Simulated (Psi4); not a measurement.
HgI$_{2}$, charge -1, doublet, at a GFN2-xTB geometry (such geometries of metal compounds can be far from the true shape) (a state made from the parent by changing its charge; the spin is typed, not shown lowest) (core potentials on Hg, I) (a gas-phase anion, which may not be bound at this level); Psi4 with BLYP/def2-SVPD.

Psi4 was given this input:
```
memory 2 GB

molecule mol {
-1 2
Hg    0.695869    0.433146    0.404370
I    -0.845178    1.799579   -2.032322
I    -0.205191   -2.453384    1.421951
}

set {
  basis def2-svpd
  reference uks
  scf_type pk
  puream true
  d_convergence 1e-8
  dft_radial_points 99
  dft_spherical_points 590
}

energy('blyp')
print_variables()
```

Problem. What does Psi4 print? Leave out banner, timings and long lists.

Solution. 
```
   => Loading Basis Set <=

    Name: DEF2-SVPD
    Role: ORBITAL
    Keyword: BASIS

    !!!  WARNING: ECP capability is in beta. Please check occupations closely.  !!!

         ---------------------------------------------------------
                                   SCF
               by Justin Turney, Rob Parrish, Andy Simmonett
                          and Daniel G. A. Smith
                              UKS Reference
         ---------------------------------------------------------

  ==> Geometry <==

    Molecular point group: cs
    Full point group: Cs

    Geometry (in Angstrom), charge = -1, multiplicity = 2:

       Center              X                  Y                   Z               Mass
    ------------   -----------------  -----------------  -----------------  -----------------
         HG           0.760849505191     0.467680435595     0.000000000000   201.970643400000
         I           -2.049786876011     1.977566535678     0.000000000000   126.904471900000
         I            0.838881840173    -2.721887969497     0.000000000000   126.904471900000

  Running in cs symmetry.

  Rotational constants: A =      0.05827  B =      0.00873  C =      0.00759 [cm^-1]
  Rotational constants: A =   1746.97473  B =    261.74512  C =    227.63857 [MHz]
  Nuclear repulsion =  225.815470394296881

  Charge       = -1
  Multiplicity = 2
  Electrons    = 71
  Nalpha       = 36
  Nbeta        = 35

  ==> Algorithm <==

  SCF Algorithm Type is PK.
  DIIS enabled.
  MOM disabled.
  Fractional occupation disabled.
  Guess Type is SAD.
  Energy threshold   = 1.00e-06
  Density threshold  = 1.00e-08
  Integral threshold = 1.00e-12

  ==> Primary Basis <==

  Basis Set: DEF2-SVPD
    Blend: DEF2-SVPD
    Number of shells: 39
    Number of basis functions: 105
    Number of Cartesian functions: 116
    Spherical Harmonics?: true
    Max angular momentum: 3

  Core potential: DEF2-SVPD
    Number of shells: 12
    Number of ECP primitives: 68
    Number of ECP core electrons: 116
    Max angular momentum: 3

  ==> DFT Potential <==

   => LibXC <=

    Version 7.1.2
    S. Lehtola, C. Steigemann, M. J. T. Oliveira, and M. A. L. Marques,  SoftwareX 7, 1–5 (2018) (10.1016/j.softx.2017.11.002)

   => Composite Functional: BLYP <=

    BLYP GGA Exchange-Correlation Functional

    P.J. Stephens et. al., J. Phys. Chem., 98, 11623-11627, 1994
    B. Miehlich et. al., Chem. Phys. Lett., 157(3), 200-206 1989

    Deriv               =              1
[...]
      Ntotal   =   70.9999995566 ; deviation = -4.434e-07

   @Spin Contamination Metric:   1.073765120E-03
   @S^2 Expected:                7.500000000E-01
   @S^2 Observed:                7.510737651E-01
   @S   Expected:                5.000000000E-01
   @S   Observed:                5.000000000E-01

    Orbital Energies [Eh]
    ---------------------

    Alpha Occupied:

[...]
    Alpha Virtual:

[...]
    Beta Occupied:

[...]
    Beta Virtual:

[...]
      72Ap   118.932777

    Final Occupation by Irrep:
             Ap   App
    DOCC [    24,   11 ]
    SOCC [     1,    0 ]
    NA   [    25,   11 ]
    NB   [    24,   11 ]

  @UKS Final Energy:  -748.92202965497233

   => Energetics <=

    Nuclear Repulsion Energy =            225.8154703942968808
    One-Electron Energy =               -1768.6819008822189971
    Two-Electron Energy =                 852.3364076219309027
    DFT Exchange-Correlation Energy =     -58.3920067889811207
    Empirical Dispersion Energy =           0.0000000000000000
    VV10 Nonlocal Energy =                  0.0000000000000000
    Total Energy =                       -748.9220296549723344

  UHF NO Occupations:
  HONO-2 :   23 Ap 1.9998213
  HONO-1 :   24 Ap 1.9997991
  HONO-0 :   25 Ap 1.0000000
  LUNO+0 :   26 Ap 0.0002009
  LUNO+1 :   27 Ap 0.0001787
  LUNO+2 :   28 Ap 0.0000305
  LUNO+3 :   29 Ap 0.0000288

Computation Completed

Properties will be evaluated at   0.000000,   0.000000,   0.000000 [a0]

Properties computed using the SCF density matrix

 Multipole Moments:

 ------------------------------------------------------------------------------------
     Multipole            Electronic (a.u.)      Nuclear  (a.u.)        Total (a.u.)
 ------------------------------------------------------------------------------------

 L = 1.  Multiply by 2.5417464519 to convert [e a0] to [Debye]
 Dipole X            :         29.5300560          -28.4510283            1.0790277
 Dipole Y            :         18.1515923          -17.4883327            0.6632595
 Dipole Z            :          0.0000000            0.0000000            0.0000000
 Magnitude           :                                                    1.2665757

 ------------------------------------------------------------------------------------

  Variable Map:
  ----------------------------------------------------------------------------
[...]
  Array Variable Map:
  ----------------------------------------------------------------------------
[...]
[...]
```
